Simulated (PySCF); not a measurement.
# How methods differ on the ionisation energy of N⁺

N⁺ [He] 2s2 2p2 (3P) → N²⁺ [He] 2s2 2p1 (2P), as a difference of total energies. All numbers are calculated (PySCF 2.14, scalar relativity by spin-free X2C-1e, in aug-cc-pCVTZ-DK with one added diffuse shell each of s, p, d, f type (8s7p5d3f, 75 functions)). Correlated levels: valence and next inner shell: nothing frozen. The calculations carry no spin-orbit coupling.

```tsv
method	ionisation energy (eV)	difference from reference (eV)
UHF	29.185	-0.416
MP2 (valence and next inner shell)	29.647	+0.046
SCS-MP2 (valence and next inner shell)	29.496	-0.105
CCSD (valence and next inner shell)	29.502	-0.099
CCSD(T) (valence and next inner shell)	29.515	-0.086
```

Reference: 29.601 eV (semi-empirical (NIST evaluation); NIST Atomic Spectra Database, ionization energies).

Errors of the correlated levels include the incompleteness of this basis.
